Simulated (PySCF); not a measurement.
Level of theory: TPSSh-D3(BJ)/def2-TZVP // CAM-B3LYP-D3(BJ)/def2-TZVP run with PySCF. Isolated molecules, 0 K electronic values unless said otherwise. One relaxed conformer stands for a flexible species; it need not be the lowest. Excitations are Tamm–Dancoff values on a coarser integration grid. The basis has no diffuse functions, so Rydberg states are missing or too high.

Reference species (SMILES): `[OH][Ga]([OH])[OH]` (neutral, multiplicity 1).

```yaml
S1 oscillator strength: 0.000
brightest of the four lowest singlets (TDA): 7.08 eV
HOMO–LUMO gap: 6.63 eV
```

Changed species: `[OH][GaH][OH]` (H–O–Ga–O torsion 0°, O–Ga–O–H torsion 0°) (1 of 3 OH replaced by H; the reference has 0 of 3 OH replaced by H).

Question: Give the shifts of the S1 oscillator strength, brightest of the four lowest singlets (TDA) and HOMO–LUMO gap.

Answer: the S1 oscillator strength hardly moves; the brightest of the four lowest singlets (TDA) rises by 0.18 eV, to 7.26 eV; the HOMO–LUMO gap goes up by 0.43 eV, to 7.06 eV.
